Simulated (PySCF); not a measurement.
PySCF job for 1,1,2,2-tetrafluoroethane (C₂H₂F₄), SMILES C(F)(F)C(F)F, PBE/pcSseg-1. Geometry: B3LYP-D3(BJ)/def2-SVP. Other conformers were not sampled.

```python
import numpy as np
from pyscf import gto, scf, dft
from pyscf.prop.nmr import rks as nmr

mol = gto.M(
    atom='''
    F    -1.36220674    0.09034088    1.09855648
    C    -0.69157008   -0.32135749    0.00000000
    F    -1.36220677    0.09034088   -1.09855646
    C     0.69157008    0.32135749   -0.00000000
    F     1.36220674   -0.09034088   -1.09855648
    F     1.36220677   -0.09034088    1.09855646
    H    -0.61935999   -1.42354366    0.00000000
    H     0.61935999    1.42354367   -0.00000000
    ''',
    basis='pcSseg-1',
    charge=0,
    spin=0,
    max_memory=1600,
    verbose=3,
)
mf = dft.RKS(mol, xc='pbe')
mf.grids.level = 3
mf.conv_tol = 1e-10
mf.max_cycle = 100
mf.kernel()
n = nmr.NMR(mf)
n.verbose = 2
n.max_cycle_cphf = 60
sigma = n.kernel()
print('atom   isotropic/ppm   span/ppm')
for i, s in enumerate(sigma):
    w = np.linalg.eigvalsh((s + s.T) / 2)
    print(f'{mol.atom_symbol(i):2s}{i + 1:3d} {w.mean():14.3f} {w[2] - w[0]:11.3f}')
```

Program output:

```
converged SCF energy = -476.280617973982
atom   isotropic/ppm   span/ppm
F   1        304.589     184.242
C   2         59.415      31.693
F   3        304.589     184.242
C   4         59.415      31.693
F   5        304.589     184.242
F   6        304.589     184.242
H   7         25.515       4.492
H   8         25.515       4.492
```

Self-consistency was reached.

Cost: very roughly 15 core-seconds.
